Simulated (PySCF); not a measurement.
PySCF input (MN15/def2-TZVPD):

```python
from pyscf import gto, scf, dft

mol = gto.M(
    atom='''
    C    -0.00000000   -0.00000000   -1.22427249
    Cl    0.00000000    0.00000000    0.43209617
    ''',
    basis='def2-tzvpd',
    charge=0,
    spin=1,
    symmetry='C2v',
    verbose=4,
)

mf = dft.UKS(mol, xc='mn15').density_fit(auxbasis='def2-universal-jkfit')
mf.grids.level = 4
mf.conv_tol = 1e-9
mf.max_cycle = 100
mf.max_memory = 1500
mf.kernel()
if not mf.converged:
    mf = mf.newton()
    mf.kernel(mf.make_rdm1())
mf.analyze()
```

End of the output:

```
Extra cycle  E= -498.019246215395  delta_E= -2.5e-12  |g|= 6.44e-07  |ddm|= 2.81e-06
converged SCF energy = -498.019246215395  <S^2> = 0.75383564  2S+1 = 2.003832
**** SCF Summaries ****
Total Energy =                        -498.019246215395412
Nuclear Repulsion Energy =              32.586993956912956
One-electron Energy =                 -750.433099400203901
Two-electron Energy =                  219.826859227895483
Two-electron Coulomb Energy =          253.223160394517635
DFT Exchange-Correlation Energy =      -33.396301166622159
HOMO-LUMO gap [eV] =                     4.278849223514335
Wave-function symmetry = B1
alpha occupancy for each irrep:     A1   A2   B1   B2
                                     7    0    3    2
beta  occupancy for each irrep:     A1   A2   B1   B2
                                     7    0    2    2
**** MO energy ****
alpha MO #1 (A1 #1), energy= -100.410822660693 occ= 1
alpha MO #2 (A1 #2), energy= -10.1673271600031 occ= 1
alpha MO #3 (A1 #3), energy= -9.23305631672607 occ= 1
alpha MO #4 (A1 #4), energy= -7.25006968709705 occ= 1
alpha MO #5 (B2 #1), energy= -7.2455572131816 occ= 1
alpha MO #6 (B1 #1), energy= -7.24107277077227 occ= 1
alpha MO #7 (A1 #5), energy= -0.962039093503805 occ= 1
alpha MO #8 (A1 #6), energy= -0.646543372050605 occ= 1
alpha MO #9 (B1 #2), energy= -0.460675748506343 occ= 1
alpha MO #10 (B2 #2), energy= -0.449102777710349 occ= 1
alpha MO #11 (A1 #7), energy= -0.40430674552363 occ= 1
alpha MO #12 (B1 #3), energy= -0.254870247527359 occ= 1
alpha MO #13 (B2 #3), energy= -0.0976254375654761 occ= 0
alpha MO #14 (A1 #8), energy= 0.0490837900805152 occ= 0
alpha MO #15 (A1 #9), energy= 0.0622664755854553 occ= 0
alpha MO #16 (B1 #4), energy= 0.0866346792544519 occ= 0
alpha MO #17 (B2 #4), energy= 0.0867006557165126 occ= 0
alpha MO #18 (A1 #10), energy= 0.121692395446354 occ= 0
alpha MO #19 (A1 #11), energy= 0.14655165199819 occ= 0
alpha MO #20 (A2 #1), energy= 0.180663129265325 occ= 0
alpha MO #21 (A1 #12), energy= 0.182198524433844 occ= 0
alpha MO #22 (B1 #5), energy= 0.249502961594066 occ= 0
alpha MO #23 (B2 #5), energy= 0.265702205475588 occ= 0
alpha MO #24 (B1 #6), energy= 0.268543541607606 occ= 0
alpha MO #25 (A1 #13), energy= 0.271072770219188 occ= 0
alpha MO #26 (B2 #6), energy= 0.275896273223008 occ= 0
alpha MO #27 (A2 #2), energy= 0.310597319430549 occ= 0
alpha MO #28 (A1 #14), energy= 0.314281139053215 occ= 0
alpha MO #29 (A1 #15), energy= 0.354196022630077 occ= 0
alpha MO #30 (B1 #7), energy= 0.356965274834035 occ= 0
alpha MO #31 (B2 #7), energy= 0.362594819217277 occ= 0
alpha MO #32 (A1 #16), energy= 0.397791978256187 occ= 0
alpha MO #33 (A1 #17), energy= 0.462876001837131 occ= 0
alpha MO #34 (B1 #8), energy= 0.584835053829558 occ= 0
alpha MO #35 (B2 #8), energy= 0.589981253430263 occ= 0
alpha MO #36 (A2 #3), energy= 0.592353509938519 occ= 0
alpha MO #37 (A1 #18), energy= 0.592745407431526 occ= 0
alpha MO #38 (B1 #9), energy= 0.654715808541257 occ= 0
alpha MO #39 (B2 #9), energy= 0.655113115195737 occ= 0
alpha MO #40 (A1 #19), energy= 0.678441602257834 occ= 0
alpha MO #41 (A1 #20), energy= 0.759624320236188 occ= 0
alpha MO #42 (A2 #4), energy= 0.872850102152376 occ= 0
alpha MO #43 (A1 #21), energy= 0.876054195253584 occ= 0
alpha MO #44 (B1 #10), energy= 1.00908870415884 occ= 0
alpha MO #45 (B2 #10), energy= 1.01356390681201 occ= 0
alpha MO #46 (A1 #22), energy= 1.11999122293242 occ= 0
alpha MO #47 (A1 #23), energy= 1.30188000984085 occ= 0
alpha MO #48 (B1 #11), energy= 1.44986669892628 occ= 0
alpha MO #49 (B2 #11), energy= 1.48581378695086 occ= 0
alpha MO #50 (A1 #24), energy= 1.51759129142727 occ= 0
alpha MO #51 (A1 #25), energy= 1.83508953033477 occ= 0
alpha MO #52 (A2 #5), energy= 1.86147128714952 occ= 0
alpha MO #53 (A1 #26), energy= 1.86159319970321 occ= 0
alpha MO #54 (B1 #12), energy= 1.86165744667513 occ= 0
alpha MO #55 (B2 #12), energy= 1.86218452518501 occ= 0
alpha MO #56 (A1 #27), energy= 1.94655603976019 occ= 0
alpha MO #57 (A2 #6), energy= 1.97179585459113 occ= 0
alpha MO #58 (A1 #28), energy= 1.9732475042517 occ= 0
alpha MO #59 (B1 #13), energy= 2.01331972268084 occ= 0
alpha MO #60 (B2 #13), energy= 2.01333848733225 occ= 0
alpha MO #61 (B1 #14), energy= 2.17848737062303 occ= 0
alpha MO #62 (B2 #14), energy= 2.18187307921758 occ= 0
alpha MO #63 (A1 #29), energy= 2.33946453858011 occ= 0
alpha MO #64 (B1 #15), energy= 2.34576574194725 occ= 0
alpha MO #65 (B2 #15), energy= 2.35103130960714 occ= 0
alpha MO #66 (B1 #16), energy= 2.58118171750791 occ= 0
alpha MO #67 (B2 #16), energy= 2.58182251561936 occ= 0
alpha MO #68 (A1 #30), energy= 2.71456726636518 occ= 0
alpha MO #69 (A2 #7), energy= 2.76632318119947 occ= 0
alpha MO #70 (A1 #31), energy= 2.7728861436515 occ= 0
alpha MO #71 (A2 #8), energy= 2.96894938750321 occ= 0
alpha MO #72 (A1 #32), energy= 2.98858972320248 occ= 0
alpha MO #73 (B1 #17), energy= 3.01932161161563 occ= 0
alpha MO #74 (B2 #17), energy= 3.04269232928105 occ= 0
alpha MO #75 (B1 #18), energy= 3.46479817250613 occ= 0
alpha MO #76 (B2 #18), energy= 3.48386598752886 occ= 0
alpha MO #77 (A1 #33), energy= 3.50824897687581 occ= 0
alpha MO #78 (A1 #34), energy= 4.03238802183299 occ= 0
alpha MO #79 (B1 #19), energy= 10.3864495591317 occ= 0
alpha MO #80 (B2 #19), energy= 10.3870224520753 occ= 0
alpha MO #81 (A1 #35), energy= 10.7655507738395 occ= 0
alpha MO #82 (A1 #36), energy= 20.7864129841748 occ= 0
alpha MO #83 (A1 #37), energy= 25.3312288910696 occ= 0
beta  MO #1 (A1 #1), energy= -100.410421897463 occ= 1
beta  MO #2 (A1 #2), energy= -10.1577352556967 occ= 1
beta  MO #3 (A1 #3), energy= -9.23237461281611 occ= 1
beta  MO #4 (A1 #4), energy= -7.25000728943747 occ= 1
beta  MO #5 (B2 #1), energy= -7.2453829778344 occ= 1
beta  MO #6 (B1 #1), energy= -7.23946640597115 occ= 1
beta  MO #7 (A1 #5), energy= -0.950579059024427 occ= 1
beta  MO #8 (A1 #6), energy= -0.617911520240753 occ= 1
beta  MO #9 (B2 #2), energy= -0.447549984450198 occ= 1
beta  MO #10 (B1 #2), energy= -0.435368656981058 occ= 1
beta  MO #11 (A1 #7), energy= -0.375133906687722 occ= 1
beta  MO #12 (B2 #3), energy= -0.0798426622337729 occ= 0
beta  MO #13 (B1 #3), energy= -0.0481357984354922 occ= 0
beta  MO #14 (A1 #8), energy= 0.0546425511471638 occ= 0
beta  MO #15 (A1 #9), energy= 0.0679950774118738 occ= 0
beta  MO #16 (B2 #4), energy= 0.0867327927576458 occ= 0
beta  MO #17 (B1 #4), energy= 0.0907393514667056 occ= 0
beta  MO #18 (A1 #10), energy= 0.127538452682611 occ= 0
beta  MO #19 (A1 #11), energy= 0.14915465977264 occ= 0
[...]
```
